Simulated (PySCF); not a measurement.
SMILES C#CC1=C[C@H]2C=C[C@@H]1C2, C₉H₈

Molfile (atoms numbered from 1):
```
C9H8
     RDKit          3D

 17 18  0  0  0  0  0  0  0  0999 V2000
    3.2769    0.4985    1.3250 C   0  0  0  0  0  0  0  0  0  0  0  0
    2.1795    0.3489    0.8241 C   0  0  0  0  0  0  0  0  0  0  0  0
    0.8827    0.2147    0.2793 C   0  0  0  0  0  0  0  0  0  0  0  0
    0.4611   -0.5370   -0.7562 C   0  0  0  0  0  0  0  0  0  0  0  0
   -1.0535   -0.3568   -0.8556 C   0  0  1  0  0  0  0  0  0  0  0  0
   -1.6644   -0.9652    0.4145 C   0  0  0  0  0  0  0  0  0  0  0  0
   -1.2573   -0.2141    1.4424 C   0  0  0  0  0  0  0  0  0  0  0  0
   -0.3772    0.8961    0.8634 C   0  0  2  0  0  0  0  0  0  0  0  0
   -1.1348    1.1375   -0.4611 C   0  0  0  0  0  0  0  0  0  0  0  0
    4.2528    0.6194    1.7565 H   0  0  0  0  0  0  0  0  0  0  0  0
    1.0645   -1.2011   -1.3746 H   0  0  0  0  0  0  0  0  0  0  0  0
   -1.5093   -0.6640   -1.8052 H   0  0  0  0  0  0  0  0  0  0  0  0
   -2.2581   -1.8795    0.4425 H   0  0  0  0  0  0  0  0  0  0  0  0
   -1.4427   -0.3709    2.5054 H   0  0  0  0  0  0  0  0  0  0  0  0
   -0.1770    1.7552    1.5145 H   0  0  0  0  0  0  0  0  0  0  0  0
   -0.5964    1.8004   -1.1551 H   0  0  0  0  0  0  0  0  0  0  0  0
   -2.1665    1.4886   -0.3103 H   0  0  0  0  0  0  0  0  0  0  0  0
  1  2  3  0
  2  3  1  0
  3  4  2  0
  4  5  1  0
  5  6  1  0
  6  7  2  0
  7  8  1  0
  8  9  1  0
  8  3  1  0
  9  5  1  0
  1 10  1  0
  4 11  1  0
  5 12  1  6
  6 13  1  0
  7 14  1  0
  8 15  1  1
  9 16  1  0
  9 17  1  0
M  END
```

Theory: quadratic response CAM-B3LYP/aug-cc-pVDZ first hyperpolarisability, Taylor convention, gas phase (PySCF 2.14.0). Geometry: PBE0-D3(BJ)/def2-SVP.

(1) Give the tensor of the second harmonic β(−2ω;ω,ω) at 1907 nm in the axes of these coordinates.

Answers

(1) In au, Taylor convention; rows are the first index (the induced dipole):
|  | xx | yy | zz | xy | xz | yz |
| --- | --- | --- | --- | --- | --- | --- |
| x | -125.7 | -10.0 | -31.7 | -33.8 | -84.8 | +7.4 |
| y | -34.5 | +17.8 | +8.7 | -10.1 | +6.5 | -0.8 |
| z | -85.3 | -0.7 | -26.9 | +6.7 | -33.1 | +8.9 |

Norm of βᵢ = ⅓ Σⱼ (βᵢⱼⱼ + βⱼᵢⱼ + βⱼⱼᵢ): 202.7 au, hyper-Rayleigh value 86.6 au.
